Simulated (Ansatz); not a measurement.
H3GeNO, SMILES `[NH2][Ge][OH]` (lower singlet) (charge 0, multiplicity 1). This singlet lies 2.69 eV below the relaxed triplet at the level frozen-core CCSD(T)/cc-pVTZ // B3LYP-D3(BJ)/def2-TZVP (Ansatz, a quantum-chemistry and plane-wave program).

Level of theory: r2SCAN/cc-pVTZ // B3LYP-D3(BJ)/def2-TZVP run with Ansatz.

Ansatz 0.2 input:
```yaml
crystal:
  periodic: [false, false, false]
  atoms:
    - { symbol: N, position_ang: [-0.97692, 0.011912, 0.01279] }
    - { symbol: Ge, position_ang: [0.349826, -0.762161, 1.030843] }
    - { symbol: O, position_ang: [1.798644, -0.145563, 0.143988] }
    - { symbol: H, position_ang: [-1.952541, -0.121306, 0.233395] }
    - { symbol: H, position_ang: [-0.854123, 0.601157, -0.798869] }
    - { symbol: H, position_ang: [1.635113, 0.415961, -0.622146] }
basis:
  gaussian: { orbitals: cc-pVTZ }
hamiltonian:
  xc: r2scan
```

Output:

```
Functional definition: r2SCAN
879 factors; their error is unknown
mean field evaluation 1: about -60092.2337 eV, gradient 8.8e1 eV
mean field evaluation 2: about -60035.9381 eV, gradient 1.7e2 eV
mean field evaluation 4: about -60105.0281 eV, gradient 1.7e1 eV
mean field evaluation 8: about -60105.6604 eV, gradient 2.7e-1 eV
mean field evaluation 16: about -60105.6510 eV, gradient 3.5e-4 eV
mean field -60105.65099762 eV, -2208.8419330890 hartree, gradient 4.1e-5 eV, S^2 0.000000; 0 other end points of the search recorded, 0 dependent functions left out
reference -60105.65100731 eV, -2208.8419334450 hartree; 25, 25 occupied and 120, 120 virtual orbitals, 879 factors
Total energy: -60105.65100731 eV, -2208.8419334450 hartree
```
